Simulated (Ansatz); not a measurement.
A made-up structure of CH3NSe, singlet:

```
6
angstrom
N -0.1118 -0.0782 -0.1650
C -0.8478 -1.0615 -0.4304
Se 0.6409 0.0903 1.5740
H -1.1943 -1.0247 -1.4315
H 0.1422 0.6767 -0.8023
H 1.3388 1.3440 1.2623
```

It is relaxed with PBE-D4/def2-SVP and then PBE0-D4/def2-TZVP (Ansatz 0.2.0). Atoms count as bonded within 1.22 times the sum of their covalent radii (H–H: 0.88 Å). The end point is not checked to be a true minimum.

Problem. Does its bonding change? (Judge from chemistry; the calculation decides.)

Solution. By the calculation: No: no bond forms or breaks.

Where it ends: The first stage lowers the energy by 0.15 eV in 7 steps. It ends as CH₃NSe ([CH][NH][SeH]):
N1  (-0.114, -0.090, -0.151)
C2  (-0.864, -1.095, -0.415)
Se3  (0.647, 0.098, 1.575)
H4  (-1.188, -0.994, -1.467)
H5  (0.149, 0.672, -0.776)
H6  (1.338, 1.356, 1.240)
(Å)

Labels in which every atom is bracketed show which atoms are joined, not bond orders.

For scale, one of the runs: PBE0-D4/def2-TZVP relaxation, 128 basis functions, launched by `ansatz run in.yaml --threads 2 --pin off --events-out ev --progress --plain --max-ram 4352MiB`. The run took about 38 s on 2 CPU threads of an Arm Neoverse N1 (shared host).
